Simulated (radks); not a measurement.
Results of a calculation; reference values are marked as such.
Radial electron density D(r) = 4 pi r^2 rho(r) of an atom or ion with 65 electrons. Level of theory: scalar-relativistic Kohn-Sham, BP86, spin-unpolarised, spherical densities, finite nucleus; Fermi nuclear charge, rms radius of each element as measured or else 0.836 A^(1/3) + 0.57 fm (a radial shooting solver on a logarithmic mesh with Libxc functionals).

```
   r/bohr * D(r) (the largest magnitude, 123, reaches the edge; | marks zero)
 0.003399 |             *
 0.003895 |                *
 0.004498 |                   *
 0.005153 |                      *
 0.005904 |                          *
 0.006818 |                             *
 0.007812 |                                *
  0.00895 |                                   *
  0.01034 |                                      *
  0.01184 |                                       *
  0.01357 |                                        *
  0.01567 |                                        *
  0.01795 |                                       *
  0.02057 |                                     *
  0.02375 |                                    *
  0.02721 |                                   *
  0.03117 |                                    *
    0.036 |                                       *
  0.04125 |                                            *
  0.04726 |                                                *
  0.05458 |                                                    *
  0.06253 |                                                      *
  0.07221 |                                                    *
  0.08273 |                                                *
  0.09478 |                                            *
   0.1095 |                                         *
   0.1254 |                                         *
   0.1437 |                                             *
   0.1659 |                                                *
   0.1901 |                                               *
   0.2178 |                                          *
   0.2515 |                                *
   0.2882 |                         *
   0.3302 |                     *
   0.3813 |                       *
   0.4369 |                         *
   0.5005 |                          *
    0.578 |                      *
   0.6622 |                 *
   0.7587 |            *
   0.8762 |        *
    1.004 |      *
    1.159 |     *
    1.328 |    *
    1.522 |  *
    1.757 | *
    2.013 |*
    2.307 |*
    2.664 *
    3.052 *
    3.497 *
    4.038 *
    4.627 *
```

What is the nuclear charge?

Answer. Z = 68. The innermost maximum, from 1s, lies near gamma/Z bohr with gamma = sqrt(1 - (Z/c)^2) = 0.868, here 0.0128 bohr (found: 0.0140), and its height grows with Z. The density is that of the erbium ion Er3+ in [Xe] 4f11; the configuration itself is not fixed sharply by these data, and Z only to a few units. D(r) has 4 maxima, at r = 0.0140, 0.0630, 0.174, 0.473 bohr, and minima at 0.0268, 0.114, 0.338 bohr, inside which lie 1.92, 11.09, 29.61 electrons.
